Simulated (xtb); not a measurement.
Cl4SW, charge -1, doublet, from a rough starting geometry (GFN-xTB shapes and energies of metal compounds can be far from the true ones) (the multiplicity is a formal guess); GFN2-xTB in xtb.

Here is a job for xtb.
```
$ xtb mol.xyz --gfn 2 --chrg -1 --uhf 1 --opt vtight --json

# file mol.xyz
6

W      0.06870122    -0.03496064     0.03945367
S      1.50553682    -0.67769897     1.60105181
Cl    -1.46580700     0.64984947    -1.53415931
Cl     0.24900745     2.12224155     0.49679568
Cl     1.23064138    -0.95707598    -1.59830063
Cl    -1.64025618    -1.17735581     1.00079455
```

It wrote (shortened):

```
   ID    Z sym.   atoms
    1   74 W      1
    2   16 S      2
    3   17 Cl     3-6

           -------------------------------------------------
          |                Calculation Setup                |
           -------------------------------------------------

           -------------------------------------------------
          |                 G F N 2 - x T B                 |
           -------------------------------------------------

          ...................................................
          :                      SETUP                      :
          :.................................................:
          :  # basis functions                  60          :
          :  # atomic orbitals                  54          :
          :  # shells                           18          :
          :  # electrons                        41          :
          :  max. iterations                   250          :
          :  Hamiltonian                  GFN2-xTB          :
          :  restarted?                      false          :
          :  GBSA solvation                  false          :
          :  PC potential                    false          :
          :  electronic temp.          300.0000000     K    :
          :  accuracy                    1.0000000          :
          :  -> integral cutoff          0.2500000E+02      :
          :  -> integral neglect         0.1000000E-07      :
          :  -> SCF convergence          0.1000000E-05 Eh   :
          :  -> wf. convergence          0.1000000E-03 e    :
          :  Broyden damping             0.4000000          :
          :  net charge                         -1          :
          :  unpaired electrons                  1          :
          ...................................................

 iter      E             dE          RMSdq      gap      omega  full diag
   1    -20.3640764 -0.203641E+02  0.225E+01    0.05       0.0  T
   2    -15.9030656  0.446101E+01  0.406E+01    0.01       1.0  T
   3    -22.2213036 -0.631824E+01  0.281E+01    0.05       1.0  T
   4    -23.9013433 -0.168004E+01  0.114E+01    0.13       1.0  T
   5    -23.9529571 -0.516138E-01  0.123E+01    0.16       1.0  T
   6    -24.1528410 -0.199884E+00  0.758E+00    0.03       1.0  T
   7    -24.2712055 -0.118364E+00  0.800E+00    0.06       1.0  T
   8    -24.3896546 -0.118449E+00  0.584E+00    0.09       1.0  T
   9    -24.4194681 -0.298135E-01  0.330E+00    0.02       1.0  T
  10    -24.4210545 -0.158646E-02  0.200E+00    0.03       1.0  T
  11    -24.3853654  0.356891E-01  0.525E+00    0.04       1.0  T
  12    -24.4114388 -0.260733E-01  0.189E+00    0.01       1.0  T
  13    -24.4263221 -0.148833E-01  0.719E-01    0.01       1.0  T
  14    -24.4264370 -0.114936E-03  0.982E-01    0.01       1.0  T
  15    -24.4284562 -0.201923E-02  0.263E-01    0.01       1.0  T
  16    -24.4282937  0.162567E-03  0.319E-01    0.01       1.0  T
  17    -24.4285423 -0.248629E-03  0.206E-01    0.01       1.0  T
  18    -24.4287231 -0.180826E-03  0.923E-02    0.01       1.0  T
  19    -24.4287398 -0.166561E-04  0.410E-02    0.01       1.0  T
  20    -24.4287415 -0.171272E-05  0.257E-02    0.01       1.6  T
  21    -24.4287420 -0.492648E-06  0.151E-02    0.01       2.7  T
  22    -24.4287421 -0.986381E-07  0.167E-02    0.01       2.4  T
  23    -24.4287423 -0.239975E-06  0.727E-03    0.01       5.6  T
  24    -24.4287424 -0.402342E-07  0.345E-03    0.01      11.8  T
  25    -24.4287424 -0.205779E-07  0.106E-03    0.01      38.6  T
  26    -24.4287424  0.289342E-08  0.888E-04    0.01      46.0  T
  27    -24.4287424 -0.417010E-08  0.320E-04    0.01     127.5  T

   *** convergence criteria satisfied after 27 iterations ***

         :::::::::::::::::::::::::::::::::::::::::::::::::::::
         ::                     SUMMARY                     ::
         :::::::::::::::::::::::::::::::::::::::::::::::::::::
         :: total energy             -24.399953434093 Eh    ::
[...]
 * total energy  :   -24.4366512 Eh     change       -0.1054005E-04 Eh
 * total energy  :   -24.4366509 Eh     change        0.3238175E-06 Eh
 * total energy  :   -24.4366524 Eh     change       -0.1489342E-05 Eh
 * total energy  :   -24.4366510 Eh     change        0.1360984E-05 Eh
 * total energy  :   -24.4366544 Eh     change       -0.3374332E-05 Eh
 * total energy  :   -24.4366544 Eh     change        0.9192195E-08 Eh
 * total energy  :   -24.4366547 Eh     change       -0.3218892E-06 Eh
 * total energy  :   -24.4366548 Eh     change       -0.1355652E-06 Eh
 * total energy  :   -24.4366554 Eh     change       -0.5428719E-06 Eh
 * total energy  :   -24.4366555 Eh     change       -0.1532493E-06 Eh
 * total energy  :   -24.4366556 Eh     change       -0.1008611E-06 Eh
 * total energy  :   -24.4366557 Eh     change       -0.8290385E-07 Eh
   *** GEOMETRY OPTIMIZATION CONVERGED AFTER 60 ITERATIONS ***
         :: total energy             -24.436655727986 Eh    ::
[...]
        13        2.0000           -0.3165616              -8.6141
        14        2.0000           -0.2989774              -8.1356
        15        2.0000           -0.2971583              -8.0861
        16        2.0000           -0.2970920              -8.0843
        17        2.0000           -0.2969717              -8.0810
        18        2.0000           -0.2908007              -7.9131
        19        2.0000           -0.2847716              -7.7490
        20        2.0000           -0.2847394              -7.7482
        21        1.0000           -0.2120336              -5.7697 (HOMO)
        22        0.0000           -0.1838223              -5.0021 (LUMO)
        23        0.0000           -0.1834119              -4.9909
        24                         -0.1561824              -4.2499
        25                         -0.0629101              -1.7119
        26                          0.1082122               2.9446
        27                          0.1091718               2.9707
        28                          0.1194640               3.2508
        29                          0.1401663               3.8141
        30                          0.1402457               3.8163
        31                          0.1554896               4.2311
        32                          0.1615124               4.3950
       ...                                ...                  ...
        54                          1.3388438              36.4318
      -------------------------------------------------------------
                  HL-Gap            0.0282113 Eh            0.7677 eV
             Fermi-level           -0.2232760 Eh           -6.0757 eV

     #   Z          covCN         q      C6AA      α(0)
     1  74 W        4.373     0.534   460.417    47.325
     2  16 S        0.947    -0.287   151.425    20.813
     3  17 Cl       0.899    -0.311   109.103    15.980
     4  17 Cl       0.899    -0.311   109.104    15.980
     5  17 Cl       0.899    -0.312   109.150    15.983
     6  17 Cl       0.899    -0.312   109.150    15.983

 Mol. C6AA /au·bohr⁶  :       5637.193147
 Mol. C8AA /au·bohr⁸  :     389186.892623
 Mol. α(0) /au        :        132.064356

Wiberg/Mayer (AO) data.
largest (>0.10) Wiberg bond orders for each atom

 ---------------------------------------------------------------------------
     #   Z sym  total        # sym  WBO       # sym  WBO       # sym  WBO
 ---------------------------------------------------------------------------
     1  74 W    6.429 --     2 S    2.313     3 Cl   1.030     4 Cl   1.030
                             5 Cl   1.028     6 Cl   1.028
     2  16 S    2.609 --     1 W    2.313
     3  17 Cl   1.211 --     1 W    1.030
     4  17 Cl   1.211 --     1 W    1.030
     5  17 Cl   1.209 --     1 W    1.028
     6  17 Cl   1.209 --     1 W    1.028
 ---------------------------------------------------------------------------

Topologies differ in total number of bonds
Writing topology from bond orders to xtbtopo.mol

molecular dipole:
                 x           y           z       tot (Debye)
 q only:        0.026      -0.231       0.152
   full:        0.008       0.238      -0.131       0.692
molecular quadrupole (traceless):
                xx          xy          yy          xz          yz          zz
 q only:       -1.976      -0.119       2.384       0.152      -2.622      -0.407
  q+dip:       -2.317      -0.149       2.786       0.192      -3.078      -0.470
   full:       -2.188      -0.139       2.632       0.185      -2.908      -0.443

optimized geometry written to: xtbopt.xyz

           -------------------------------------------------
          | TOTAL ENERGY              -24.436655727986 Eh   |
          | GRADIENT NORM               0.000021155582 Eh/α |
          | HOMO-LUMO GAP               0.767667629830 eV   |
           -------------------------------------------------

normal termination of xtb
```
